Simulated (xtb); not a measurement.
CNO (SMILES [N]=C=O), doublet, at a GFN2-xTB geometry; GFN0-xTB (xtb).

xtb was given this input:
```
$ xtb mol.xyz --gfn 0 --uhf 1 --etemp 10 --json

# file mol.xyz
3

N     -0.00000000    -0.00000000    -1.24271828
C     -0.00000000    -0.00000000    -0.04267674
O      0.00000000     0.00000000     1.11938605
```

Output, abridged:

```
   ID    Z sym.   atoms
    1    7 N      1
    2    6 C      2
    3    8 O      3

           -------------------------------------------------
          |                Calculation Setup                |
           -------------------------------------------------

           -------------------------------------------------
          |                 G F N 0 - x T B                 |
           -------------------------------------------------

          ...................................................
          :                      SETUP                      :
          :.................................................:
          :  # basis functions                  12          :
          :  # atomic orbitals                  12          :
          :  # shells                            6          :
          :  # electrons                        15          :
          :  electronic temp.           10.0000000     K    :
          :  accuracy                    1.0000000          :
          :  -> integral cutoff          0.2500000E+02      :
          :  -> integral neglect         0.1000000E-07      :
          ...................................................

         :::::::::::::::::::::::::::::::::::::::::::::::::::::
         ::                     SUMMARY                     ::
         :::::::::::::::::::::::::::::::::::::::::::::::::::::
         :: total energy              -8.274674783002 Eh    ::
         :: gradient norm              0.075700228015 Eh/a0 ::
         :: HOMO-LUMO gap              6.612557325575 eV    ::
         ::.................................................::
         :: H0 energy                 -8.304238395556 Eh    ::
         :: repulsion energy           0.111230756229 Eh    ::
         :: electrostat energy        -0.056451453974 Eh    ::
         :: -> Gsolv                   0.000000000000 Eh    ::
         ::    -> Gsasa                0.000000000000 Eh    ::
         ::    -> Gshift               0.000000000000 Eh    ::
         :: dispersion energy         -0.000337736726 Eh    ::
         :: short-range corr.         -0.024877952974 Eh    ::
         :: add. restraining           0.000000000000 Eh    ::
         :: total charge              -0.000000000000 e     ::
         :::::::::::::::::::::::::::::::::::::::::::::::::::::

           -------------------------------------------------
          |                Property Printout                |
           -------------------------------------------------

    * Orbital Energies and Occupations

         #    Occupation            Energy/Eh            Energy/eV
      -------------------------------------------------------------
         1        2.0000           -0.7214567             -19.6318
         2        2.0000           -0.6991974             -19.0261
         3        2.0000           -0.5560736             -15.1315
         4        2.0000           -0.5242015             -14.2642
         5        2.0000           -0.5242015             -14.2642
         6        2.0000           -0.4833123             -13.1516
         7        1.5000           -0.4291028             -11.6765
         8        1.5000           -0.4291028             -11.6765 (HOMO)
         9                         -0.1860958              -5.0639 (LUMO)
        10                         -0.1860958              -5.0639
        11                          0.1675482               4.5592
        12                          0.9912482              26.9732
      -------------------------------------------------------------
                  HL-Gap            0.2430070 Eh            6.6126 eV
             Fermi-level            0.0000000 Eh            0.0000 eV

     #   Z          covCN         q      C6AA      α(0)
     1   7 N        0.911    -0.541    33.991     8.439
     2   6 C        1.766     0.933    15.514     6.361
     3   8 O        0.856    -0.391    21.440     6.213

 Mol. C6AA /au·bohr⁶  :        206.295420
 Mol. C8AA /au·bohr⁸  :       4786.727063
 Mol. α(0) /au        :         21.013300

Wiberg/Mayer (AO) data.
largest (>0.10) Wiberg bond orders for each atom

 ---------------------------------------------------------------------------
     #   Z sym  total        # sym  WBO       # sym  WBO       # sym  WBO
 ---------------------------------------------------------------------------
     1   7 N    2.158 --     2 C    1.933     3 O    0.225
     2   6 C    3.892 --     3 O    1.959     1 N    1.933
     3   8 O    2.184 --     2 C    1.959     1 N    0.225
 ---------------------------------------------------------------------------

Topologies differ in total number of bonds
Writing topology from bond orders to xtbtopo.mol

 dipole moment from electron density (au)
     X       Y       Z
   0.0000   0.0000   2.3390  total (Debye):    5.945

           -------------------------------------------------
          | TOTAL ENERGY               -8.274674783002 Eh   |
          | GRADIENT NORM               0.075700228015 Eh/α |
          | HOMO-LUMO GAP               6.612557325575 eV   |
           -------------------------------------------------

normal termination of xtb
```
